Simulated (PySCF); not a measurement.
How methods differ on the ionisation energy of S(2+)

S(2+) [Ne] 3s2 3p2 (3P) → S(3+) [Ne] 3s2 3p1 (2P), as a difference of total energies. Computed with PySCF 2.14 in dyall-acv3z, with scalar relativity by spin-free X2C-1e. Correlated levels: valence: [Ne] frozen; valence and next inner shell: 1s2 frozen; virtual orbitals above 40 to 60 times the deepest correlated orbital energy dropped. The calculations carry no spin-orbit coupling.

| method | ionisation energy (eV) |
| --- | --- |
| UHF | 34.151 |
| LDA | 34.871 |
| PBE | 34.824 |
| PBE0 | 34.866 |
| r2SCAN | 35.021 |
| BLYP | 34.624 |
| BHandHLYP | 34.691 |
| revPBE | 34.803 |
| MP2 (valence) | 34.645 |
| SCS-MP2 (valence) | 34.548 |
| MP2 (valence and next inner shell) | 34.704 |
| SCS-MP2 (valence and next inner shell) | 34.600 |

**Question.** How much does correlation contribute at MP2 (valence and next inner shell)?

**Answer.** 34.704 − (34.151) = 0.553 eV, measured against UHF.

A first-order spin-orbit estimate (lowest level to lowest level, LS coupling) adds -0.009 eV.

Errors of the correlated levels include the incompleteness of this basis and the frozen core.

For comparison: 34.86 ± 0.04 eV (semi-empirical (NIST evaluation); NIST Atomic Spectra Database, ionization energies).
